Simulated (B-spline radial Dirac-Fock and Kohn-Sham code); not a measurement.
Satellites and hypersatellites of the K lines of Hf⁷⁺

System: hafnium as Hf⁷⁺ in the configuration [Kr] 4d10 4f13 5s2 5p4.

These are calculated numbers from a radial atomic solver; the model is ΔSCF Dirac-Fock with Breit, self-energy and vacuum polarisation, finite nucleus, configuration average. Each two-hole energy is an average over J within one jj subconfiguration, not an observable level; in light atoms, where LS coupling holds, the j-resolved values are not observed lines, and for a K spectator the Kα1 hypersatellite is nearly forbidden. Correlation and solid-state effects are left out.

Lines without a spectator: Kα2 (K-L2) 54601.7 eV, Kα1 (K-L3) 55780.1 eV, Kβ3 (K-M2) 62972.2 eV, Kβ1 (K-M3) 63228.1 eV. Shifts in eV with one spectator hole (a dash: not computed, or left out as unreliable):

| spectator hole | Kα2 | Kα1 | Kβ3 | Kβ1 |
| --- | --- | --- | --- | --- |
| K (1s) | +942.1 | +1009.0 | +1218.5 | +1234.0 |
| L2 (2p1/2) | +118.9 | +159.2 | – | +306.0 |
| L3 (2p3/2) | +92.2 | +100.2 | +234.3 | – |
| M2 (3p1/2) | – | +24.87 | +48.7 | +57.6 |
| M3 (3p3/2) | +14.03 | – | +42.1 | +42.5 |
| M4 (3d3/2) | +4.78 | +1.38 | – | – |
| M5 (3d5/2) | -0.46 | +3.41 | – | – |

Run: 37 s of CPU time on 1 thread of Neoverse-V2 (shared host), peak memory 0.51 GiB.
